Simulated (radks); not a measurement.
Question: Charge is removed step by step from the 4s1/2 level of La+, starting from [Xe] 5d2. Code: a radial shooting solver on a logarithmic mesh with Libxc functionals. Model: Dirac Kohn-Sham, BLYP, spin-unpolarised, spherical densities, finite nucleus; open shells fill j = l - 1/2 first; Fermi nuclear charge, rms radius 4.855 fm. At the starting occupation the eigenvalue is -269.44 eV. Estimate the energy to remove one whole electron from this level, the eigenvalue at the end, and how far E(n) bends from a straight line.

Answer: Delta-SCF 280.35 eV; final eigenvalue -291.60 eV; the deviation from the straight line is -2.772 eV at 0.5 electron removed, the largest on the grid computed. Slater's transition state (half an electron removed) gives 280.27 eV. Integrating minus the eigenvalue over the occupation (Janak's theorem) gives 280.35 eV. The mean slope of the eigenvalue, de/dn, is 22.2 eV per electron.
